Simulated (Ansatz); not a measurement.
CH6OSiTe can be A, `O[SiH2]C[TeH]`, or B, `[SiH3]OC[TeH]`.

Computed with Ansatz on PBE0-D4/def2-TZVP structures; ΔE is electronic, products minus reactants. CBS: MP2 limit from def2 TZ/QZ plus the TZ coupled-cluster correction, frozen cores. DFT in def2-TZVPP. B3LYP here is the variant with VWN-RPA as its local correlation; programs differ in this. Elements past krypton have def2 core potentials. For Te outer-core shells are correlated without core-valence functions, which leaves a few kJ/mol of doubt a bond. One conformer a species, not always the lowest.

A:

```xyz
10

O    -0.517    1.790   -0.620
Si   -0.075    0.829    0.639
C    -0.469   -0.961    0.268
Te    0.463   -1.538   -1.587
H    -0.225    1.483   -1.484
H    -0.844    1.322    1.808
H     1.385    0.912    0.927
H    -1.538   -1.096    0.089
H    -0.156   -1.659    1.044
H     1.977   -1.081   -1.084
```

B:

```xyz
10

Si   -1.010   -0.744    0.860
O     0.151   -1.019   -0.283
C     1.097   -0.085   -0.679
Te    0.343    1.597   -1.835
H    -1.539   -2.078    1.217
H    -2.096    0.125    0.341
H    -0.393   -0.082    2.044
H     1.810   -0.568   -1.346
H     1.634    0.353    0.166
H     0.004    2.500   -0.486
```

(1) Which is lower in electronic energy at CCSD(T)/CBS, and by how much? (An estimate is asked.)

(2) Give E(B) − E(A) in kJ/mol with PBE0-D4, B3LYP-D4, B2PLYP, CCSD(T)/def2-TZVPP, ωB97M-V, B3LYP, HF/def2-TZVPP. (Best estimate.)

Largest T1 diagnostic: 0.012.

## Answers

(1) The calculation gave: A, by 111.7 kJ/mol.

(2) Ansatz gave: PBE0-D4 106.5, B3LYP-D4 97.4, B2PLYP 102.7, CCSD(T)/def2-TZVPP 107.7, ωB97M-V 108.2, B3LYP 96.0, HF/def2-TZVPP 97.0. None reverses the order clearly.

From PBE to PBE0 (25 % exact exchange), in def2-TZVPP and without D4, E(B) − E(A) moves by +5.8 kJ/mol. In def2-TZVPP, CCSD(T) changes the Hartree–Fock value by +10.7 kJ/mol (the triples alone add +0.2 kJ/mol) and MP2 by +18.2 kJ/mol.
